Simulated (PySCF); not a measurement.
Al(F)(Br)(OMe) (CH₃AlBrFO), SMILES [Al]([F])([O]C)[Br].

Coordinates come from a B3LYP-D3(BJ)/def2-SVP optimisation. The values are those of a single conformer.

The numbers are results of TDDFT-PBE0/def2-SVPD run with PySCF, not measurements.

Vertical excitations.  State labels are in the subgroup Cs.

| state | symmetry | energy (eV) | λ (nm) | f | main pairs |
|---|---|---|---|---|---|
| S1 | A" | 6.08 | 204 | 0.000 | HOMO→LUMO 98 % |
| S2 | A' | 6.20 | 200 | 0.031 | HOMO−1→LUMO 97 % |
| S3 | A' | 6.53 | 190 | 0.025 | HOMO−2→LUMO 97 % |
| S4 | A" | 6.63 | 187 | 0.065 | HOMO−3→LUMO 98 % |
| S5 | A" | 6.97 | 178 | 0.000 | HOMO−1→LUMO+1 99 % |
| S6 | A' | 7.29 | 170 | 0.101 | HOMO→LUMO+1 93 % |
| S7 | A" | 7.32 | 169 | 0.000 | HOMO−2→LUMO+1 99 % |
| S8 | A' | 7.69 | 161 | 0.021 | HOMO−3→LUMO+1 89 % |
| S9 | A" | 8.17 | 152 | 0.030 | HOMO→LUMO+2 95 % |
| S10 | A' | 8.27 | 150 | 0.028 | HOMO−1→LUMO+2 88 % |
| T1 | A" | 5.83 | 213 | 0 | HOMO→LUMO 96 % |
| T2 | A' | 5.92 | 210 | 0 | HOMO−1→LUMO 96 % |
| T3 | A" | 6.22 | 199 | 0 | HOMO−3→LUMO 95 % |
| T4 | A' | 6.23 | 199 | 0 | HOMO−2→LUMO 94 % |
Triplets are in the Tamm–Dancoff approximation, which puts them higher than full response would, so one can lie above its singlet here.
